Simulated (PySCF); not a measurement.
A species of formula C5H8FN3 has this rotational fingerprint, computed with CAM-B3LYP/def2-SVPD in PySCF (dipole) on a GFN2-xTB geometry, gas phase:

* Rotational constants: A = 1939, B = 1821, C = 1019 MHz
* Dipole components: |μa| = 5.68 D, |μb| = 0.42 D, |μc| = 0.99 D
* Inertial defect: -42.09 u·Å²
* κ: 0.74

Problem. Which structure is it? (One computed conformer of each.)
A. `[CH3:1][CH2:2][c:3]1[c:4]([F:5])[n:6][n:7][n:8]1[CH3:9]` with C1–C2–C3–C4 89°
B. `[CH3:1][CH2:2][CH2:3][n:4]1[n:5][cH:6][c:7]([F:8])[n:9]1` with C1–C2–C3–N4 -67°, C2–C3–N4–N5 99°
C. `[CH3:1][CH:2]([CH3:3])[c:4]1[n:5][nH:6][c:7]([F:8])[n:9]1` with C1–C2–C4–N5 -120°

Solution. A. It is CCc1c(F)nnn1C, an asymmetric top, point group C1. The candidates at the same level (rigid rotor, commonest isotopes):

```tsv
SMILES	A (MHz)	B (MHz)	C (MHz)	μa (D)	μb (D)	μc (D)	Δ (u·Å²)	point group	rotor
CCCn1ncc(F)n1	3763	988.8	933.6	1.99	0.51	0.36	-104.09	C1	near-prolate asymmetric top
CCc1c(F)nnn1C	1939	1821	1019	5.68	0.42	0.99	-42.09	C1	asymmetric top
CC(C)c1n[nH]c(F)n1	3539	1028	959.2	0.91	1.40	0.00	-107.69	Cs	near-prolate asymmetric top
```

`CCCn1ncc(F)n1` has A 94 % too high; `CC(C)c1n[nH]c(F)n1` has A 83 % too high. No structure here is proved a minimum.
